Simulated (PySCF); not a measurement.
Gas-phase reaction: B(CH₃)₃ + 3 O → B(OCH₃)₃

Computed with PySCF and rigid-rotor harmonic-oscillator thermochemistry at 1 bar. † marks an energy on the PBE0/def2-TZVP geometry and frequencies; other levels use their own. MP2 and CCSD(T) freeze the core. 6-31G* has spherical d functions here. Open shells (unrestricted): O (multiplicity 3, electronic degeneracy 9); the rest are closed-shell singlets. Spin-orbit splitting is ignored; it lowers the true energy and changes the entropy of O. Methyl groups turn as free rotors in B(CH₃)₃. MP2 isn't extrapolated to the basis-set limit; its ΔH°(298 K) is -1521.9 kJ in def2-SVP and -1572.7 kJ in def2-TZVPP. CCSD(T) isn't extrapolated to the basis-set limit. The harmonic model lacks anharmonicity and excited electronic states, which grow with temperature; levels with a mode under 35 cm⁻¹ are left out. Internal rotation in B(OCH₃)₃ is treated as a harmonic vibration of one conformer, which makes the entropy rough.

ΔH° and ΔS° at 298 K: BLYP/def2-TZVP† -1532 kJ, -404 J/K; CCSD(T)/def2-SVP† -1438 kJ, -404 J/K; HF/6-31G* -887 kJ, -416 J/K; M06-2X/def2-TZVP† -1566 kJ, -404 J/K; MP2/def2-SVP† -1522 kJ, -404 J/K.

Problem. With the heat capacities included, give log10 K (1 bar) at 600, 800, 1200, 1400, 1600 K from BLYP/def2-TZVP†, CCSD(T)/def2-SVP†, HF/6-31G*, M06-2X/def2-TZVP†, MP2/def2-SVP†.

Solution. 
| T (K) | BLYP/def2-TZVP† | CCSD(T)/def2-SVP† | HF/6-31G* | M06-2X/def2-TZVP† | MP2/def2-SVP† |
|---|---|---|---|---|---|
| 600 | 112.1 | 103.9 | 55.3 | 115.0 | 111.2 |
| 800 | 78.6 | 72.5 | 35.9 | 80.8 | 78.0 |
| 1200 | 45.2 | 41.1 | 16.5 | 46.7 | 44.8 |
| 1400 | 35.7 | 32.2 | 10.9 | 37.0 | 35.3 |
| 1600 | 28.6 | 25.5 | 6.8 | 29.7 | 28.2 |
